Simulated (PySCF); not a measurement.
## Relaxation of quartet IrS(OH)₂

Level of theory: UPBE0/[Ir def2-SVP with ECP60, S def2-SVP, O def2-SVP, H def2-SVP], scalar-relativistic core potentials, density fitting, no spin–orbit coupling, PySCF. A (50,194) grid was used.

A hand-made trigonal planar (heavy-atom frame) start, of Cs symmetry, held to at least that symmetry:

Coordinates in bohr (charge 0 multiplicity 4):
```
Ir    0.1221    0.2223    0.0000
S    -1.8527   -3.1981    0.0000
O     3.6181    0.2223    0.0000
O    -1.6259    3.2498    0.0000
H     4.7842   -1.1674    0.0000
H    -1.0055    4.9547    0.0000
```

Optimiser trace:
```json
{"step": "0", "E − E(last) (kJ/mol)": "34.92", "largest gradient (Eh/bohr)": "0.03039"}
{"step": "1", "E − E(last) (kJ/mol)": "19.59", "largest gradient (Eh/bohr)": "0.01210"}
{"step": "2", "E − E(last) (kJ/mol)": "12.47", "largest gradient (Eh/bohr)": "0.00859"}
{"step": "3", "E − E(last) (kJ/mol)": "7.73", "largest gradient (Eh/bohr)": "0.00687"}
{"step": "4", "E − E(last) (kJ/mol)": "5.64", "largest gradient (Eh/bohr)": "0.00678"}
{"step": "5", "E − E(last) (kJ/mol)": "4.24", "largest gradient (Eh/bohr)": "0.00607"}
{"step": "6", "E − E(last) (kJ/mol)": "3.11", "largest gradient (Eh/bohr)": "0.00951"}
{"step": "7", "E − E(last) (kJ/mol)": "1.57", "largest gradient (Eh/bohr)": "0.01009"}
{"step": "8", "E − E(last) (kJ/mol)": "0.82", "largest gradient (Eh/bohr)": "0.00385"}
{"step": "9", "E − E(last) (kJ/mol)": "0.61", "largest gradient (Eh/bohr)": "0.00269"}
{"step": "10", "E − E(last) (kJ/mol)": "0.39", "largest gradient (Eh/bohr)": "0.00450"}
{"step": "11", "E − E(last) (kJ/mol)": "0.18", "largest gradient (Eh/bohr)": "0.00404"}
{"step": "12", "E − E(last) (kJ/mol)": "0.02", "largest gradient (Eh/bohr)": "0.00140"}
{"step": "13", "E − E(last) (kJ/mol)": "0.00", "largest gradient (Eh/bohr)": "0.00044"}
{"step": "14", "E − E(last) (kJ/mol)": "0.00", "largest gradient (Eh/bohr)": "0.00029"}
```

It ends at Cs with Ir–O 1.896 Å, Ir–O 1.901 Å, Ir–S 2.098 Å, O–H 0.967 Å, O–H 0.971 Å; H–O–Ir 114.7°, H–O–Ir 116.0°, O–Ir–O 97.4°, O–Ir–S 129.5°, O–Ir–S 133.2° (after a last refinement on a finer grid). A frequency run shows a minimum. Other isomers or separated fragments may lie lower.

Other spin states or occupations of the open shell can lie lower. At this level a doublet minimum of C2 symmetry lies 104 kJ/mol below this structure. Spin–orbit coupling, left out here, can matter for elements this heavy.

The relaxation took about 120 core-seconds on a shared host.
